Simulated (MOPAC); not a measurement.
MOPAC input (AM1):

```
AM1 PRECISE GNORM=0.05 LET XYZ GEO-OK AUX(PRECISION=9) THREADS=1
Br3ClSi

Cl   -0.29714400 1   -1.30658300 1    1.92445800 1
Si   -0.03883600 1   -0.17076900 1    0.25152500 1
Br   -1.66662600 1   -0.59811500 1   -1.17584000 1
Br    1.90571500 1   -0.66301100 1   -0.66831800 1
Br   -0.07922800 1    1.96406000 1    0.80881100 1
```

Output:

```
 *******************************************************************************
 **                                                                           **
 **                              MOPAC v23.2.5                                **
 **                                                                           **
 *******************************************************************************
 ** MOPAC's Digital Object Identifier: https://doi.org/10.5281/zenodo.6511958 **
 **                                                                           **
 ** Please cite the open-source release paper for use of this MOPAC version:  **
 ** J. E. Moussa and J. J. P. Stewart (2026)                                  **
 ** MOPAC: An open-source semiempirical molecular orbital program             **
 ** J. Open Source Softw., 11(119), 8025, https://doi.org/10.21105/joss.08025 **
 *******************************************************************************

                              AM1 CALCULATION RESULTS

 *******************************************************************************
 *  AM1        - The AM1 Hamiltonian to be used
 *  GEO-OK     - OVERRIDE INTERATOMIC DISTANCE AND OTHER SAFETY CHECKS
 *  LET        - OVERRIDE SOME SAFETY CHECKS
 *  PRECISE    - TIGHTER CRITERIA TO BE USED
 *  XYZ        - CARTESIAN COORDINATE SYSTEM TO BE USED
 *  GNORM      - EXIT WHEN GRADIENT NORM DROPS BELOW 0.050
 *  AUX        - OUTPUT AUXILIARY INFORMATION
 *******************************************************************************
AM1 PRECISE GNORM=0.05 LET XYZ GEO-OK AUX(PRECISION=9) THREADS=1
 Br3ClSi

   ATOM   CHEMICAL          X               Y               Z
  NUMBER   SYMBOL      (ANGSTROMS)     (ANGSTROMS)     (ANGSTROMS)

     1      Cl         -0.29714400  *  -1.30658300  *   1.92445800  *
     2      Si         -0.03883600  *  -0.17076900  *   0.25152500  *
     3      Br         -1.66662600  *  -0.59811500  *  -1.17584000  *
     4      Br          1.90571500  *  -0.66301100  *  -0.66831800  *
     5      Br         -0.07922800  *   1.96406000  *   0.80881100  *

          CARTESIAN COORDINATES

    NO.       ATOM           X           Y           Z

     1        Cl         -0.2971     -1.3066      1.9245
     2        Si         -0.0388     -0.1708      0.2515
     3        Br         -1.6666     -0.5981     -1.1758
     4        Br          1.9057     -0.6630     -0.6683
     5        Br         -0.0792      1.9641      0.8088

 Si: (AM1): M.J.S.DEWAR, C. JIE, ORGANOMETALLICS, 6, 1486-1490 (1987).
 Cl: (AM1): M.J.S. DEWAR AND E. G. ZOEBISCH, THEOCHEM, 180, 1 (1988).
 Br: (AM1): M.J.S. DEWAR AND E. G. ZOEBISCH, THEOCHEM, 180, 1 (1988).

           Empirical Formula: Cl Si Br3  =     5 atoms

      MOLECULAR POINT GROUP   :   C3v

      RHF CALCULATION, NO. OF DOUBLY OCCUPIED LEVELS = 16

          Geometry optimization using EF

          DIAGONAL MATRIX USED AS START HESSIAN

 CYCLE:     1  GRAD.:    22.710 HEAT: -111.2405
 CYCLE:     2  GRAD.:    18.638 HEAT: -111.4908
 CYCLE:     3  GRAD.:     5.440 HEAT: -111.9157
 CYCLE:     4  GRAD.:     6.182 HEAT: -111.9056
 CYCLE:     5  GRAD.:     0.238 HEAT: -111.9478
 CYCLE:     6  GRAD.:     0.055 HEAT: -111.9478
 CYCLE:     7  GRAD.:     0.048 HEAT: -111.9478

     GRADIENT =  0.04790 IS LESS THAN CUTOFF =  0.05000

 -------------------------------------------------------------------------------
 AM1 PRECISE GNORM=0.05 LET XYZ GEO-OK AUX(PRECISION=9) THREADS=1
 Br3ClSi

     GEOMETRY OPTIMISED USING EIGENVECTOR FOLLOWING (EF).
     SCF FIELD WAS ACHIEVED

                              AM1 CALCULATION
                                                       MOPAC v23.2.5 Linux

          FINAL HEAT OF FORMATION =       -111.94785 KCAL/MOL =    -468.38979 KJ/MOL

          COSMO AREA              =        161.39 SQUARE ANGSTROMS
          COSMO VOLUME            =        163.39 CUBIC ANGSTROMS

          GRADIENT NORM           =          0.04790          =       0.02142 PER ATOM
          IONIZATION POTENTIAL    =         11.783958 EV
          HOMO LUMO ENERGIES (EV) =        -11.784 -2.448
          NO. OF FILLED LEVELS    =         16
          MOLECULAR WEIGHT        =        303.2505         POINT GROUP:  C3v

          MOLECULAR DIMENSIONS (Angstroms)

            Atom       Atom       Distance
           Br     5   Br     3     3.66576
           Br     4   Cl     1     3.50734
           Cl     1   Br     3     2.53151

          SCF CALCULATIONS        =          8

   ATOM   CHEMICAL          X               Y               Z
  NUMBER   SYMBOL      (ANGSTROMS)     (ANGSTROMS)     (ANGSTROMS)

     1      Cl         -0.30019126  *  -1.31998345  *   1.94419596  *
     2      Si         -0.04005618  *  -0.17613226  *   0.25942428  *
     3      Br         -1.69285473  *  -0.60721828  *  -1.19489555  *
     4      Br          1.93587083  *  -0.67313878  *  -0.67936286  *
     5      Br         -0.08040190  *   1.99539686  *   0.82108066  *

                             CARTESIAN COORDINATES

   1   Cl       -0.300191257    -1.319983446     1.944195964
   2   Si       -0.040056181    -0.176132259     0.259424276
   3   Br       -1.692854729    -0.607218283    -1.194895553
   4   Br        1.935870828    -0.673138785    -0.679362860
   5   Br       -0.080401903     1.995396859     0.821080655

           Empirical Formula: Cl Si Br3  =     5 atoms

      MOLECULAR POINT GROUP   :   C3v

                  EIGENVALUES
 -38.13129 -32.12628 -32.12628 -31.90208 -18.27128 -16.03689 -15.66801 -15.66801
 -13.01100 -13.01100 -12.14419 -12.14419 -12.07709 -11.86249 -11.78396 -11.78396
  -2.44779  -2.40274  -2.40274  -1.93714

              NET ATOMIC CHARGES AND DIPOLE CONTRIBUTIONS

  ATOM NO.   TYPE          CHARGE      No. of ELECS.   s-Pop       p-Pop
    1         Cl          -0.218171        7.2182     1.98130     5.23687
    2         Si           0.726349        3.2737     0.88079     2.39287
    3         Br          -0.169393        7.1694     1.96802     5.20137
    4         Br          -0.169393        7.1694     1.96802     5.20137
    5         Br          -0.169393        7.1694     1.96802     5.20137
 DIPOLE           X         Y         Z       TOTAL
 POINT-CHG.     0.043     0.187    -0.275     0.336
 HYBRID        -0.067    -0.296     0.435     0.530
 SUM           -0.025    -0.109     0.160     0.195

          ATOMIC ORBITAL ELECTRON POPULATIONS

     Atom    s        px        py        pz
    1 Cl   1.98130   1.93800   1.75950   1.53938
    2 Si   0.88079   0.81214   0.79867   0.78205
    3 Br   1.96802   1.59208   1.93240   1.67689
    4 Br   1.96802   1.43626   1.92408   1.84103
    5 Br   1.96802   1.95888   1.32944   1.91305

 **********************
 *                    *
 * JOB ENDED NORMALLY *
 *                    *
 **********************

 == MOPAC DONE ==
```

The geometry given is a B3LYP-D3(BJ)/def2-TZVP minimum.
